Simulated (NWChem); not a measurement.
System: CH$_{8}$OSi$_{2}$; SMILES C[SiH2][SiH2]O

```xyz
12

C      1.0232    -2.0083    -0.3181
Si    -0.4913    -1.0465     0.2986
Si    -0.4920     1.2195    -0.3473
O      0.7874     2.0927     0.3025
H      0.9968    -3.0446     0.0365
H      1.9524    -1.5513     0.0391
H      1.0576    -2.0259    -1.4129
H     -1.7417    -1.6813    -0.2188
H     -0.5564    -1.1249     1.7911
H     -0.3211     1.3461    -1.8191
H     -1.8112     1.8257     0.0172
H      0.8429     2.1044     1.2681
```
Atoms are numbered in this order, from 1.

Computed with NWChem. Pople sets run with spherical d functions. The geometry was optimised at B3LYP/6-31G* (spherical d). Absolute isotropic GIAO shieldings of the H sites, static isolated molecule, three-fold rotors averaged.

```
row              σ, B3LYP/6-31G* (ppm)  σ, PBE0/pcSseg-1 (ppm)
---------------  ---------------------  ----------------------
H11                              26.59                   25.90
H10                              26.67                   26.10
H9                               28.29                   27.53
H8                               28.48                   27.70
H5 (rotor mean)                  31.97                   31.09
H12                              32.54                withheld
```

Problem. Fit a straight line of the last column on the one before it, predict the withheld value, and compare with the run.

Solution. 
1. Means of the 5 shown rows: x = 28.400, y = 27.664. Slope Σ(x − x̄)(y − ȳ)/Σ(x − x̄)² = 18.15/19.03 = 0.9535; intercept 0.585.
2. The shown rows scatter about the line by 0.048 (root mean square); the largest residual is +0.09, at H10.
3. At x = 32.54 (H12; beyond the shown range) the line gives 31.61.
4. The run gives 31.42, -0.19 from the line, 3.9 times the scatter.
